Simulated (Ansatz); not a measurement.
`[CH3][Zr]([NH2])([OH])[OH]`. Total charge 0; spin multiplicity 1. Correlated methods include outer-core shells of Zr, which these sets cover unevenly. Zr: def2 effective core potential.

| atom | x (Å) | y (Å) | z (Å) |
| --- | --- | --- | --- |
| C1 | -0.5541 | -1.7087 | -0.0142 |
| Zr2 | -0.1211 | 0.4887 | 0.0216 |
| N3 | 1.9052 | 0.6480 | -0.1054 |
| O4 | -0.9351 | 1.1890 | -1.5780 |
| O5 | -0.7191 | 1.0896 | 1.7514 |
| H6 | -0.0790 | -2.2250 | 0.8272 |
| H7 | -1.6327 | -1.8984 | 0.0474 |
| H8 | -0.1882 | -2.1739 | -0.9361 |
| H9 | 2.5428 | 0.6961 | 0.6775 |
| H10 | 2.4365 | 0.7489 | -0.9594 |
| H11 | -1.4810 | 1.6445 | -2.2112 |
| H12 | -1.1743 | 1.5012 | 2.4792 |

Task: Give the diagnostics of a CCSD(T)/def2-TZVPP run (frozen core, Ansatz 0.2.0). (Estimate.)

Result: Ansatz gave: T1 = 0.0160, largest single amplitude 0.030, largest double 0.023, (T) share of the correlation energy 3.9 %, 10 CCSD cycles. The RHF solution is stable towards an unrestricted one. T1 lies under the customary mark of 0.02 for closed shells.
